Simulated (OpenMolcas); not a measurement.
# Fe⁺: effect of the basis set

| Item | Value |
| --- | --- |
| Program | OpenMolcas |
| Method | CASSCF |
| Active space | 7 electrons in 6 orbitals (3d 4s) |
| State averaging | 2S+1 = 6 even, 6 roots; 2S+1 = 4 even, 40 roots kept (CI in the orbitals of an earlier block); 2S+1 = 2 even, 57 roots kept (CI in the orbitals of an earlier block) |
| Spin-orbit coupling | RASSI with atomic mean-field integrals over the reference wave functions, term energies averaged over their components |

A. ANO-R2 [6s5p4d2f1g], X2C, finite nucleus; cost of the order of 40 core-seconds
B. ANO-RCC-VQZP [7s6p4d3f2g1h], DKH2, point nucleus; cost of the order of 50 core-seconds
C. ANO-R3 [7s5p5d3f2g1h], X2C, finite nucleus; cost roughly 40 core-seconds

Energies in cm⁻¹ above 3d⁶ 4s ⁶D_9/2, the measured ground level; measured values from NIST Handbook of Basic Atomic Spectroscopic Data.

```csv
Level,A,B,C,Measured
3d⁶ 4s ⁶D_9/2,0.0,0.0,0.0,0.0
3d⁶ 4s ⁶D_7/2,387,386,387,385
3d⁶ 4s ⁶D_5/2,679,677,679,668
3d⁶ 4s ⁶D_3/2,883,880,884,863
3d⁶ 4s ⁶D_1/2,1004,1001,1005,977
3d⁶ 4s ⁴D_7/2(1),10463,10256,10442,
3d⁶ 4s ⁴D_5/2(1),10914,10706,10894,
3d⁶ 4s ⁴D_3/2(1),11222,11012,11202,
3d⁶ 4s ⁴D_1/2(1),11402,11192,11382,
3d⁶ 4s ⁴H_13/2,24542,24517,24541,21252
3d⁶ 4s ⁴H_11/2,24705,24680,24704,21430
3d⁶ 4s ⁴H_9/2,24845,24819,24844,21582
3d⁶ 4s ⁴H_7/2,24962,24936,24961,21712
3d⁶ 4s ⁴P_5/2,26683,26664,26682,
3d⁶ 4s ⁴P_3/2,27698,27675,27697,
3d⁶ 4s ⁴F_9/2,27846,27825,27845,
3d⁶ 4s ⁴F_7/2,28007,27985,28006,
3d⁶ 4s ⁴F_5/2,28152,28129,28151,
3d⁶ 4s ⁴F_3/2,28269,28246,28269,
3d⁶ 4s ⁴P_1/2,28364,28340,28364,
3d⁶ 4s ⁴G_11/2 [71 %],30329,30276,30325,25429
3d⁶ 4s ⁴G_9/2,30736,30696,30734,25805
3d⁶ 4s ⁴G_7/2,30945,30921,30945,25982
3d⁶ 4s ²H_11/2 [71 %],31003,30884,30992,26170
```

Deviations, from unrounded energies. A percentage is the sum of absolute deviations over the sum of measured energies, with the sign that they share, or ± where signs differ.

```
                        Against measurement  Levels      A      B      C
             mean absolute deviation (cm-1)      12   2700   2700   2700
      fine structure of the ground term (%)       4   +2.1   +1.8   +2.2
other terms of the ground configuration (%)       8  +17.3  +17.1  +17.3
```

A, B, C lie about equally close to measurement. The largest miss of B in the table is 3d⁶ 4s ⁴G_7/2, by +4900 cm-1. The ranking rests on the paired levels alone, and a cruder setting can come out closer through cancelling errors.

Among A to C the level of the table that moves most is 3d⁶ 4s ⁴D_1/2(1), by 210 cm-1 (lowest in B, highest in A).

Without dynamic correlation excited terms often stand tens of per cent too high (terms of higher spin than the ground term too low), and those without a measured partner can miss by more than the paired ones. Terms from blocks run as CI alone lack orbitals of their own. No level of 3d⁷ was computed, though it lies in the active space. Computed and measured levels are paired by configuration, term and J; levels that our copy of the source lacks, or whose pairing is in doubt (as where it misses far off the trend of its configuration), stay unpaired and out of the deviations. Levels of configurations outside the active space are missing. Levels that lie high or do not pair safely by name in every column are left out.

A share in square brackets marks a mixed level and gives the weight of the term that names it, the lowest over the columns. A number in round brackets counts repeated terms of one configuration in the order of the reference energies.
